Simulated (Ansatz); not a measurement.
GeSb₂⁺. Charge 1, multiplicity 2. Geometry PBE-D4/def2-TZVP; atoms count from 1.

```xyz
3

Sb   -0.344    1.493    0.198
Sb   -0.561   -0.674   -1.272
Ge    0.905   -0.820    1.074
```

In the def2 sets Sb takes a core potential; there is no spin–orbit coupling. The structure comes from a short search, and lower isomers may exist.

(1) Estimate the Mulliken populations from the PBE0/def2-TZVP orbitals of Ansatz.

(2) Where does the spin sit?

(3) And the Mayer bond orders between heavy atoms (over 0.3)?

Results:

(1) 
```json
{"atom": "Sb1", "charge (e)": "0.30", "spin (α − β)": "0.26"}
{"atom": "Sb2", "charge (e)": "0.30", "spin (α − β)": "0.26"}
{"atom": "Ge3", "charge (e)": "0.40", "spin (α − β)": "0.49"}
```
Mulliken values depend strongly on the basis.

(2) Summed by element: Sb 0.51, Ge 0.49, of 1 unpaired in all. Largest on single atoms: Ge3 0.49, Sb1 0.26, Sb2 0.26.

(3) Sb1–Sb2 1.87 (2.63 Å); Sb1–Ge3 1.02 (2.77 Å); Sb2–Ge3 1.02 (2.77 Å).
